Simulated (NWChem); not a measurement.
Species: LaCl2, doublet; SMILES [Cl][La][Cl]

```xyz
3

La     0.0000     0.0000     0.5301
Cl     2.1581     0.0000    -0.8888
Cl    -2.1581     0.0000    -0.8888
```
Atoms are numbered in this order, from 1.

Computed with NWChem. Spin-unrestricted. Medium grid unless said otherwise, to which SCAN and Minnesota functionals are sensitive. In the optimisation the excess spin sits in a1 (C2v, its own frame). The geometry was optimised at PBE-D3(BJ)/def2-SVP, spin-unrestricted. The spin multiplicity was typed, not searched, and may not be the lowest. No stability test was run on the SCF state. def2 effective core potentials on La; no spin-orbit coupling. Total energies of different functionals are on different scales.

```csv
level,energy (Ha),highest occupied level (eV),"lowest empty minus highest occupied level, either spin (eV)",dipole (D),<S²>
B3LYP/def2-SVP,-951.8781,-4.30,1.71,5.12,0.751
PBE/def2-SVP,-951.4766,?,?,?,0.751
M05-2X/def2-SVP,-951.7613,-5.20,1.88,5.89,0.751
BLYP/def2-SVP,-951.7986,-3.58,0.72,4.60,0.751
BHandHLYP/def2-SVP,-951.7586,-5.04,3.11,5.77,0.751
MN15/def2-SVP,-951.5352,-4.92,3.15,5.24,0.751
TPSS/def2-SVP,-951.8891,-3.69,0.85,5.59,0.751
```

### Question
Some entries are withheld; supply them.

### Answer

- PBE/def2-SVP, highest occupied level (eV): -3.73
- PBE/def2-SVP, lowest empty minus highest occupied level, either spin (eV): 0.76
- PBE/def2-SVP, dipole (D): 4.97
